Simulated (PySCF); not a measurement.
# SnOCl + H₂O → SnO(OH) + HCl

Level: PBE0 in the def2-TZVP basis family, computed in PySCF with density fitting; scalar-relativistic core potentials for atoms from Rb on, none lighter, no spin–orbit coupling; open shells unrestricted.

| species | state and structure | ZPE (kJ/mol) | H(298 K) − H(0) (kJ/mol) | S° (J/(mol K)) |
| --- | --- | --- | --- | --- |
| SnOCl | doublet, Cs, Sn–Cl 2.361 Å, Sn–O 1.982 Å; Cl–Sn–O 94.9° | 6.1 | 13.2 | 307.7 |
| H₂O | singlet, C2v, O–H 0.960 Å (×2); H–O–H 105.1° | 56.5 | 9.9 | 188.7 |
| SnO(OH) | doublet, Cs, O–H 0.962 Å, Sn–O 1.974 Å, Sn–O 1.997 Å; H–O–Sn 114.8°, O–Sn–O 94.5° | 37.7 | 13.6 | 300.5 |
| HCl | singlet, C∞v, H–Cl 1.279 Å | 17.9 | 8.7 | 186.6 |

Q: Is the gas-phase reaction uphill or downhill in electronic energy at this level, and by how much?

A: At PBE0/def2-TZVP, ΔE = 67.9 kJ/mol, uphill. 

Q: Add zero-point, thermal and entropy terms for 298.15 K and 1 bar.

A: ΔZPE = -7.0 and Δ[H(298) − H(0)] = -0.8 kJ/mol give ΔH° = 60.1 kJ/mol. ΔS° = -9.3 J/(mol K), so ΔG° = 60.1 − 298.15 × (-0.0093) = 63 kJ/mol and log₁₀K = -11.0.

The structures come from searches over a few start shapes, so lower isomers are not excluded.
